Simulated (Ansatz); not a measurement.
TiO₃H₂. Total charge 0; singlet. Geometry relaxed at PBE0-D4/def2-SVP.

```xyz
6

Ti    0.365    0.115    0.102
O    -0.057    1.507   -0.916
O    -0.483    1.635    0.451
O    -0.481   -1.437   -0.015
H    -1.333   -1.820   -0.241
H     1.989    0.000    0.619
```

The structure holds one bond between oxygen atoms, so isomers without such links may lie far lower. The structure comes from a short search, and lower isomers may exist.

Task: Estimate the harmonic wavenumbers at RKS PBE0-D4/def2-SVP (Ansatz, unscaled). Is this a minimum?

Result: 148, 174, 310, 429, 462, 586, 700, 700, 848, 1009, 1718, 3952 cm⁻¹. Yes, no mode is imaginary beyond noise. Zero-point energy 66.0 kJ/mol. It took 24 s on 4 threads of Arm Neoverse V2 on a shared host.
